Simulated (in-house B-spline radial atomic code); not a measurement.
Results of a calculation; reference values are marked as such.
# Zr in electron gases of falling density

A nucleus sits in a uniform electron gas with a rigid positive background. The Kohn-Sham equations are solved self-consistently in the spin-unpolarised LDA (PW92), non-relativistic, on B-splines with outgoing waves at the boundary and partial waves to l = 8. The model has no lattice, no bands and no magnetic solution. Atomic units; δ_l are the phase shifts at the Fermi level, counted so that each bound state adds π, and good to about 0.0005. A narrow, partly filled d or f resonance in a thin gas would split by spin, so such rows rest on a solution that is probably unstable.

| r_s (bohr) | k_F | δ0/π | δ1/π | δ2/π | shallowest bound level (hartree) | σ_tr (bohr²) | Q (a.u.) |
| --- | --- | --- | --- | --- | --- | --- | --- |
| 1.5 | 1.2794 | 3.489 | 2.722 | 1.537 | p -0.383 | 31.77 | 2.875 |
| 1.65 | 1.1631 | 3.548 | 2.769 | 1.536 | p -0.436 | 40.52 | 2.505 |
| 1.8 | 1.0662 | 3.599 | 2.809 | 1.530 | p -0.486 | 50.63 | 2.210 |
| 2 | 0.9596 | 3.661 | 2.852 | 1.519 | p -0.549 | 65.87 | 1.886 |
| 2.07 | 0.9271 | 3.681 | 2.865 | 1.515 | p -0.569 | 71.57 | 1.786 |
| 2.2 | 0.8723 | 3.716 | 2.887 | 1.506 | p -0.605 | 82.54 | 1.614 |
| 2.4 | 0.7996 | 3.766 | 2.916 | 1.492 | p -0.655 | 100.01 | 1.381 |
| 2.67 | 0.7188 | 3.830 | 2.947 | 1.473 | p -0.713 | 124.03 | 1.118 |
| 3 | 0.6397 | 3.902 | 2.975 | 1.449 | p -0.769 | 153.17 | 0.866 |
| 3.3 | 0.5816 | 3.962 | 2.994 | 1.429 | p -0.81 | 179.27 | 0.693 |
| 3.6 | 0.5331 | 4.019 | 3.007 | 1.410 | p -0.843 | 205.56 | 0.561 |
| 4 | 0.4798 | 4.089 | 3.019 | 1.388 | p -0.876 | 242.82 | 0.435 |

Q = n k_F σ_tr, with n = 3/(4π r_s³).

Question: How does the screening charge move between partial waves as the gas thins?

Answer: By (2/π)(2l + 1) δ_l, at r_s = 1.5 it is s 6.98, p 16.33, d 15.37, f and beyond 1.31, and at r_s = 4 s 8.18, p 18.11, d 13.88, f and beyond -0.19. The free atom is [Kr] 4d2 5s2.

Question: What end-to-end powers of r_s do the first and last rows give for σ_tr and Q?

Answer: σ_tr goes as r_s^+2.07 and Q as r_s^-1.93. Since n k_F/k_F² goes as r_s⁻², Q = 4π n Σ/k_F would fall as r_s⁻² at fixed phase shifts; the sum Σ (l + 1) sin²(δ_l − δ_(l+1)) is 4.138 in the first row and 4.448 in the last, and ranges from 4.14 to 5.10 between them, so these powers are no law.
